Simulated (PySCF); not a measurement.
Spin-state energies of [Co(H2O)6]2+

[Co(H2O)6]2+: Co(II) (d7), charge +2. The structure is a PBE0-D3(BJ)/def2-SVP, IEF-PCM water geometry optimised for multiplicity 4; coordination octahedral, point group C1, metal–donor distances 2.08 Å.

```
19

Co    0.000    0.000    0.000
O     0.055   -0.089    2.085
H     0.748    0.403    2.549
H    -0.758    0.056    2.589
O    -0.065   -0.027   -2.077
H     0.441    0.613   -2.598
H    -0.944   -0.062   -2.480
O     2.080    0.098    0.080
H     2.491    0.854   -0.364
H     2.604   -0.674   -0.179
O    -2.093   -0.053   -0.040
H    -2.594    0.754    0.150
H    -2.526   -0.755    0.466
O     0.073    2.093   -0.044
H     0.033    2.577    0.793
H    -0.510    2.570   -0.652
O    -0.079   -2.085    0.017
H     0.461   -2.552    0.671
H     0.074   -2.543   -0.822
```

Method (PySCF 2.14, density fitting): CASSCF(7,5) with orbitals averaged over all microstates of the shell, strongly contracted NEVPT2 on the averaged canonical orbitals; basis x2c-TZVPall on the metal, x2c-SVPall elsewhere; spin-free X2C; IEF-PCM water; spin-orbit coupling by state interaction with the mean-field operator over all roots.

The unrestricted Kohn–Sham energies use the same basis, Hamiltonian, solvent and geometry. All energies are vertical, in cm⁻¹ above the lowest state with 2S+1 = 4; a negative value means that the lower spin is more stable.

| method | 2S+1 = 2 |
| --- | --- |
| TPSSh | 8839 |
| B3LYP | 8500 |
| PBE0 | 10587 |

(1) What do CASSCF and NEVPT2 in the d shell give?

(2) How does exact exchange act on the 2S+1 = 2 state?

The functionals differ in more than their exact exchange.

The active space of the d orbitals alone lacks metal–ligand bonding pairs, which usually tilts NEVPT2 towards high spin.

The geometry optimisation stopped short of its thresholds.

Answers

(1) 
| method | 2S+1 = 2 |
| --- | --- |
| CASSCF | 15052 |
| NEVPT2 | 11605 |

(2) From TPSSh (10 % exact exchange) to PBE0 (25 %) it moves by +1748 cm⁻¹ against the high-spin state, though the functionals between don't follow in order.
